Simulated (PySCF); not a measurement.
**Computed structure and properties of Tb2S3**

System: Tb2S3 (singlet in the valence; each metal's 4f electrons, 8 of them, lie in its core potential, out of spins and levels); start: displaced along the imaginary mode (C2v). Method: PySCF 2.14.0, RKS r2SCAN, Tb lcecp-1-SVP with ECP54, S def2-SVP; non-relativistic Hamiltonian with scalar-relativistic core potentials where named; density fitting; no spin-orbit coupling.

Input of the relaxation:

```python
mol = gto.M(atom='''
Tb     0.02344    -0.05451     2.65852
Tb     0.02344    -0.05451    -2.65852
S     -0.09874     0.22968     0.00000
S     -0.06712     0.15614     5.03264
S     -0.06712     0.15614    -5.03264''',
    basis={'Tb': 'lcecp-1-SVP', 'S': 'def2-SVP'},
    ecp={'Tb': 'lcecp-1-SVP'},
    charge=0, spin=0)
mf = dft.RKS(mol, xc='R2SCAN')
mf.grids.atom_grid = (50, 194)  # f atoms: unpruned, at least (60, 302)
mf = mf.density_fit()  # fitting sets: Tb AutoAux, S def2-universal-JKFIT
mf.conv_tol = 1e-08; mf.max_cycle = 55
mf.kernel(dm0)  # dm0: converged density of the start geometry
# quasi-Newton relaxation in Cartesian coordinates to a largest gradient under 0.00045 Eh/bohr, steps kept in the point group
```

Run from Python with OMP_NUM_THREADS=2; the lines above give its settings. Where DIIS fails, smearing, a level shift and second-order steps follow.
It took 6.5 min on 2 threads of AMD EPYC 7B13 (Zen 3), with other jobs on the host, from the converged density of the start.

Course of the relaxation:

```json
{"step": "0", "energy above end (eV)": "0.8813", "largest force component within the symmetry (eV/Å)": "0.303"}
{"step": "1", "energy above end (eV)": "0.8491", "largest force component within the symmetry (eV/Å)": "0.226"}
{"step": "2", "energy above end (eV)": "0.6412", "largest force component within the symmetry (eV/Å)": "0.337"}
{"step": "3", "energy above end (eV)": "0.5051", "largest force component within the symmetry (eV/Å)": "1.214"}
{"step": "4", "energy above end (eV)": "0.3999", "largest force component within the symmetry (eV/Å)": "0.778"}
{"step": "5", "energy above end (eV)": "0.3465", "largest force component within the symmetry (eV/Å)": "0.453"}
{"step": "6", "energy above end (eV)": "0.2942", "largest force component within the symmetry (eV/Å)": "0.266"}
{"step": "7", "energy above end (eV)": "0.2426", "largest force component within the symmetry (eV/Å)": "0.185"}
{"step": "31", "energy above end (eV)": "0.0028", "largest force component within the symmetry (eV/Å)": "0.121"}
{"step": "32", "energy above end (eV)": "0.0022", "largest force component within the symmetry (eV/Å)": "0.187"}
{"step": "33", "energy above end (eV)": "0.0009", "largest force component within the symmetry (eV/Å)": "0.120"}
{"step": "34", "energy above end (eV)": "0.0001", "largest force component within the symmetry (eV/Å)": "0.038"}
{"step": "35", "energy above end (eV)": "0.0000", "largest force component within the symmetry (eV/Å)": "0.013"}
{"step": "36", "energy above end (eV)": "0.0000", "largest force component within the symmetry (eV/Å)": "0.012"}
```
(The steps between are left out.)

Relaxed geometry (C2v):

```xyz
5

Tb    0.2454   -0.5707    2.3386
Tb    0.2454   -0.5707   -2.3386
S     0.6735   -1.5666    0.0000
S    -0.6752    1.5705    2.5339
S    -0.6752    1.5705   -2.5339
```

```tsv
contact	Å
Tb1–S3 (S)	2.578
Tb1–S4 (S)	2.339
Tb2–S5 (S)	2.339
```

On the finer grid (75, 302):

| Quantity | Value |
| --- | --- |
| HOMO | -4.72 eV |
| LUMO | -2.71 eV |
| Dipole about the centre of mass | 11.78 D |
| Set of Mulliken populations of Tb1 outside the core potential | s 2.30, p 6.30, d 1.69, f 0.03 |
| D3(BJ) dispersion energy (not in the energies) | -0.059 eV |

```csv
atom,Mulliken (e),Löwdin (e),spin (e)
Tb1,0.68,0.08,0.00
Tb2,0.68,0.08,0.00
S3,-0.66,-0.06,0.00
S4,-0.35,-0.05,0.00
S5,-0.35,-0.05,0.00
```

The 4f levels lie in the core potential and are missing. Their spin isn't counted.

No frequency check is given for this geometry.

Rigid scan of S along the line from its metal:

(distance to S3 (Å), energy (eV)): (2.28, 0.724), (2.38, 0.294), (2.48, 0.068), (2.58, 0.000), (2.68, 0.059), (2.78, 0.223), (2.98, 0.808), (3.28, 2.187), (3.68, 4.474), (4.18, 6.506)

One start shape was tried, so this needn't be the lowest isomer.

An lcecp potential fixes the number of 4f electrons, so in runs with it no electron can move into or out of that shell.
